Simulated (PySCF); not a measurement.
Gas-phase reaction: TaCl3NH + 5 NO = TaOCl3 + 3 N2O + OH

Computed with PySCF and rigid-rotor harmonic-oscillator thermochemistry at 1 bar. † marks an energy on the PBE0/def2-TZVP geometry and frequencies; other levels use their own. MP2 and CCSD(T) freeze the core. Open shells (unrestricted): NO (multiplicity 2, electronic degeneracy 4), OH (multiplicity 2, electronic degeneracy 4); the rest are closed-shell singlets. Spin-orbit splitting is ignored; it lowers the true energy and changes the entropy of NO, OH. Ta: scalar-relativistic def2 core potential, no spin-orbit coupling. TaCl3NH: computed as isolated molecules; such fragments, hydroxides, amides, oligomers or adducts are transient or little studied in the gas. MP2 isn't extrapolated to the basis-set limit; its ΔH°(298 K) is -545.5 kJ in def2-SVP and -580.6 kJ in def2-TZVPP. CCSD(T) isn't extrapolated to the basis-set limit; its ΔH°(298 K) is -380.1 kJ in def2-SVP and -423.9 kJ in def2-TZVPP. The harmonic model lacks anharmonicity and excited electronic states, which grow with temperature; levels with a mode under 35 cm⁻¹ are left out. Soft modes under 120 cm⁻¹ make the harmonic entropy rough for TaCl3NH, TaOCl3.

```json
[
 {"level": "CCSD(T)/def2-SVP†", "ΔE electronic, kJ": "-397", "ΔH°(298 K), kJ": "-380", "ΔS°(298 K), J/K": "-219", "ΔG°(600 K), kJ": "-248"},
 {"level": "CCSD(T)/def2-TZVPP†", "ΔE electronic, kJ": "-441", "ΔH°(298 K), kJ": "-424", "ΔS°(298 K), J/K": "-219", "ΔG°(600 K), kJ": "-292"},
 {"level": "MP2/def2-SVP†", "ΔE electronic, kJ": "-562", "ΔH°(298 K), kJ": "-545", "ΔS°(298 K), J/K": "-219", "ΔG°(600 K), kJ": "-413"},
 {"level": "MP2/def2-TZVPP†", "ΔE electronic, kJ": "-597", "ΔH°(298 K), kJ": "-581", "ΔS°(298 K), J/K": "-219", "ΔG°(600 K), kJ": "-448"},
 {"level": "PBE0/def2-TZVP", "ΔE electronic, kJ": "-495", "ΔH°(298 K), kJ": "-478", "ΔS°(298 K), J/K": "-219", "ΔG°(600 K), kJ": "-346"},
 {"level": "LDA/def2-TZVP†", "ΔE electronic, kJ": "-688", "ΔH°(298 K), kJ": "-671", "ΔS°(298 K), J/K": "-219", "ΔG°(600 K), kJ": "-539"},
 {"level": "ωB97M-V/def2-TZVP†", "ΔE electronic, kJ": "-426", "ΔH°(298 K), kJ": "-410", "ΔS°(298 K), J/K": "-219", "ΔG°(600 K), kJ": "-277"}
]
```
ΔH° is lowest at LDA/def2-TZVP† and highest at CCSD(T)/def2-SVP†. No reference value is set beside these.
